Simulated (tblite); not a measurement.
Input of a run (GFN2-xTB geometry optimisation, gas phase (tblite 0.8.0)), started from a force field or distance geometry:
```
{"job": {"kind": "relax", "xc": "GFN2-xTB", "basis": "xTB"}, "charge": 0, "multiplicity": 2}
F      3.050400     1.579000    -1.361100
Si     2.175600     1.383600    -0.029700
Si     0.254800     0.211100    -0.486000
C      0.541200    -1.613400    -0.916300
Si    -1.078500    -1.832900     0.107500
N     -0.695100    -0.338500     0.824100
Si    -2.073900     0.601200     1.052400
H      3.026800     0.655100     0.973100
H      1.860800     2.720100     0.532100
H     -0.601700     0.841700    -1.541000
H      0.462600    -1.880600    -1.966100
H      1.411500    -2.078200    -0.434900
H     -0.906000    -2.880800     1.134400
H     -2.904900     0.654100    -0.173300
H     -2.875400     0.019900     2.158800
H     -1.655800     1.967500     1.450000
```

Output (eV, eV/Å):
```
step      E/eV     max force
  0    -579.95766    3.013
  1    -580.24803    1.165
  2    -580.34332    0.937
  3    -580.40978    1.009
  4    -580.47655    0.900
  5    -580.54377    0.655
  6    -580.59403    0.452
  7    -580.62235    0.420
  8    -580.64485    0.484
  9    -580.67634    0.598
 10    -580.70867    0.516
 11    -580.73475    0.365
 12    -580.75585    0.394
 13    -580.77326    0.407
 14    -580.79001    0.475
 15    -580.80671    0.421
 16    -580.82065    0.239
 17    -580.83176    0.250
 18    -580.84156    0.205
 19    -580.85021    0.201
 20    -580.85702    0.175
 21    -580.86294    0.189
 22    -580.86855    0.210
 23    -580.87391    0.172
 24    -580.87908    0.170
 25    -580.88381    0.194
 26    -580.88840    0.212
 27    -580.89337    0.171
 28    -580.89798    0.188
 29    -580.90119    0.147
 30    -580.90342    0.112
 31    -580.90565    0.115
 32    -580.90864    0.144
 33    -580.91276    0.208
 34    -580.91749    0.215
 35    -580.92163    0.139
 36    -580.92454    0.100
 37    -580.92633    0.100
 38    -580.92777    0.107
 39    -580.92929    0.137
 40    -580.93081    0.125
 41    -580.93231    0.149
 42    -580.93369    0.141
 43    -580.93483    0.098
 44    -580.93569    0.073
 45    -580.93653    0.070
 46    -580.93722    0.078
 47    -580.93779    0.073
 48    -580.93829    0.063
 49    -580.93887    0.100
 50    -580.93968    0.117
 51    -580.94079    0.103
 52    -580.94194    0.073
 53    -580.94266    0.056
 54    -580.94298    0.041
 55    -580.94320    0.033
 56    -580.94354    0.040
 57    -580.94403    0.057
 58    -580.94458    0.072
 59    -580.94504    0.060
 60    -580.94539    0.049
 61    -580.94578    0.050
 62    -580.94626    0.048
 63    -580.94675    0.057
 64    -580.94710    0.039
 65    -580.94731    0.036
 66    -580.94747    0.033
 67    -580.94766    0.041
 68    -580.94785    0.042
 69    -580.94796    0.024
 70    -580.94801    0.014
 71    -580.94804    0.014
 72    -580.94808    0.021
 73    -580.94815    0.030
 74    -580.94825    0.032
 75    -580.94836    0.028
 76    -580.94845    0.023
 77    -580.94849    0.014
 78    -580.94851    0.013
 79    -580.94854    0.014
 80    -580.94858    0.017
 81    -580.94862    0.017
 82    -580.94865    0.012
 83    -580.94868    0.011
 84    -580.94870    0.011
 85    -580.94873    0.014
 86    -580.94878    0.021
 87    -580.94883    0.022
 88    -580.94887    0.014
 89    -580.94889    0.008
```

Problem. Summarise the run.

Solution. The energy falls by 0.991 eV over 89 L-BFGS steps, the largest force on an atom goes from 3.01 to 0.008 eV/Å, and the atoms move by 0.423 Å rms after alignment. The bond that changes most is Si5–N6 (ends: silicon bonded to C, N and H; nitrogen bonded to 3 Si), which lengthens by 0.073 Å. Bonds longer at the end by more than 0.005 Å: 5 of 16; shorter: 8. Among the angles that change most is Si5–N6–Si7, from 111.3° to 130.8°. Among the dihedrals that turn most is Si5–N6–Si7–H15, from 72° to 25°. The energy never rose by more than 1e-5 eV on the way. The first step brought 29 % of the lowering.

Problem. What are the final bond lengths?

Solution. F1–Si2 1.620 Å, Si2–Si3 2.290 Å, Si3–C4 1.921 Å, C4–Si5 1.927 Å, Si5–N6 1.774 Å, N6–Si7 1.725 Å, Si3–N6 1.763 Å, Si2–H8 1.464 Å, Si2–H9 1.461 Å, Si3–H10 1.475 Å, C4–H11 1.086 Å, C4–H12 1.088 Å, Si5–H13 1.473 Å, Si7–H14 1.467 Å, Si7–H15 1.463 Å, Si7–H16 1.467 Å. Numbering counts from 1 in the input's order; the species is `F[SiH2][Si@H]1C[SiH]N1[SiH3]` [radical].

Its GFN2-xTB frequencies are all real (lowest 17 cm⁻¹).

One conformer stands for the species.

The numbers are calculated, not measured.
